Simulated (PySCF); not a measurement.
**Exact simulation of a proton spin system**

Molecule: SMILES C1=C(C2=CC=CC=C2)C=CC(F)=C1, C12H9F.

Molfile (atoms numbered from 1):
```
C12H9F
     RDKit          3D

 22 23  0  0  0  0  0  0  0  0999 V2000
    4.8158   -0.2815   -0.6229 F   0  0  0  0  0  0  0  0  0  0  0  0
    3.4936   -0.2008   -0.4844 C   0  0  0  0  0  0  0  0  0  0  0  0
    2.7221   -1.3432   -0.6569 C   0  0  0  0  0  0  0  0  0  0  0  0
    1.3420   -1.2537   -0.5082 C   0  0  0  0  0  0  0  0  0  0  0  0
    0.7195   -0.0372   -0.1905 C   0  0  0  0  0  0  0  0  0  0  0  0
   -0.7494    0.0462   -0.0317 C   0  0  0  0  0  0  0  0  0  0  0  0
   -1.6081   -0.6910   -0.8606 C   0  0  0  0  0  0  0  0  0  0  0  0
   -2.9898   -0.6165   -0.7071 C   0  0  0  0  0  0  0  0  0  0  0  0
   -3.5444    0.1994    0.2780 C   0  0  0  0  0  0  0  0  0  0  0  0
   -2.7038    0.9399    1.1076 C   0  0  0  0  0  0  0  0  0  0  0  0
   -1.3220    0.8627    0.9548 C   0  0  0  0  0  0  0  0  0  0  0  0
    1.5317    1.0950   -0.0264 C   0  0  0  0  0  0  0  0  0  0  0  0
    2.9136    1.0223   -0.1706 C   0  0  0  0  0  0  0  0  0  0  0  0
    3.2122   -2.2891   -0.8939 H   0  0  0  0  0  0  0  0  0  0  0  0
    0.7354   -2.1553   -0.6172 H   0  0  0  0  0  0  0  0  0  0  0  0
   -1.1854   -1.3129   -1.6534 H   0  0  0  0  0  0  0  0  0  0  0  0
   -3.6394   -1.1941   -1.3693 H   0  0  0  0  0  0  0  0  0  0  0  0
   -4.6287    0.2579    0.3985 H   0  0  0  0  0  0  0  0  0  0  0  0
   -3.1271    1.5760    1.8887 H   0  0  0  0  0  0  0  0  0  0  0  0
   -0.6720    1.4258    1.6288 H   0  0  0  0  0  0  0  0  0  0  0  0
    1.0702    2.0596    0.1962 H   0  0  0  0  0  0  0  0  0  0  0  0
    3.5484    1.9025   -0.0534 H   0  0  0  0  0  0  0  0  0  0  0  0
  1  2  1  0
  2  3  1  0
  3  4  2  0
  4  5  1  0
  5  6  1  0
  6  7  2  0
  7  8  1  0
  8  9  2  0
  9 10  1  0
 10 11  2  0
  5 12  2  0
 12 13  1  0
 13  2  2  0
 11  6  1  0
  3 14  1  0
  4 15  1  0
  7 16  1  0
  8 17  1  0
  9 18  1  0
 10 19  1  0
 11 20  1  0
 12 21  1  0
 13 22  1  0
M  END
```

Computational details: structure optimised with PBE0-D3(BJ)/def2-SVP, B3LYP/pcJ-1 coupling constants (spin–dipole term only in couplings to heteroatoms), PBE/pcSseg-1 with gauge-including orbitals, in PySCF (equivalent nuclei averaged, non-relativistic Hamiltonian, a single conformation, no solvent model).

Scale: 1H against TMS (reference shieldings calculated alike).

The 5-spin Hamiltonian (Zeeman plus full scalar coupling among like nuclei) was diagonalised exactly; lines are Lorentzian, 0.5 Hz wide, and the maxima above 3 % are listed with the tallest set to 100.

Peak list at 400 MHz for the spins F1/H14/H15/H21/H22:
Hz from δ = 0 (height): 2990.2 (10), 2987.6 (81), 2985.4 (37), 2982.8 (82), 2980.6 (31), 2979.8 (33), 2977.6 (95), 2975.0 (41), 2972.8 (94), 2970.2 (12), 2831.7 (12), 2829.2 (94), 2826.9 (29), 2823.1 (13), 2821.4 (37), 2820.6 (100), 2820.0 (57), 2819.2 (88), 2818.4 (37), 2816.6 (11), 2812.8 (28), 2810.6 (81), 2808.0 (10)

Task: Extract the chemical shifts and coupling constants behind this pattern (give the signs of the calculation).

Result: 
Shifts (ppm): F1 -121.3, H14/H22 7.05, H15/H21 7.45.
Couplings (Hz): F1–H14, F1–H22: 8.6; F1–H15, F1–H21: 4.8; H14–H15, H21–H22: 9.6; H14–H21, H15–H22: 0.4; H14–H22: 2.6; H15–H21: 2.2.
These are the parameters used. A line list fixes at most the relative signs, and those only where coupling is strong; other parameter sets or atom labellings may fit too, and couplings well below the line width leave little trace. Those between chemically equivalent but magnetically inequivalent protons (AA′, BB′) do shape the pattern.

Unscaled 3J(H,H) at this level run about 10 % above measured values.
